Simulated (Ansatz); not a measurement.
The cluster Li4⁺. The state is a doublet with charge 1. Geometry PBE/def2-TZVP, that of the neutral singlet; atoms count from 1.

```xyz
4

Li    2.4848    0.1670    1.1874
Li   -2.4859   -0.1567   -1.1864
Li    0.5671    0.0613   -1.1954
Li   -0.5660   -0.0715    1.1944
```

The structure comes from a short search, and lower isomers may exist.

Question: Estimate the Mulliken populations from the PBE0/def2-TZVP orbitals of Ansatz.

Answer: 
```json
{"atom": "Li1", "charge (e)": "0.26", "spin (α − β)": "0.45"}
{"atom": "Li2", "charge (e)": "0.26", "spin (α − β)": "0.45"}
{"atom": "Li3", "charge (e)": "0.24", "spin (α − β)": "0.05"}
{"atom": "Li4", "charge (e)": "0.24", "spin (α − β)": "0.05"}
```
Mulliken values and Mayer orders depend strongly on the basis.

Question: Where does the spin sit?

Answer: Summed by element: Li 1.00, of 1 unpaired in all. Largest on single atoms: Li1 0.45, Li2 0.45, Li4 0.05.

Question: And the Mayer bond orders between bonded heavy atoms (over 0.3)?

Answer: Li1–Li3 0.34 (3.06 Å); Li1–Li4 0.34 (3.06 Å); Li2–Li3 0.34 (3.06 Å); Li2–Li4 0.34 (3.06 Å); Li3–Li4 0.41 (2.65 Å).
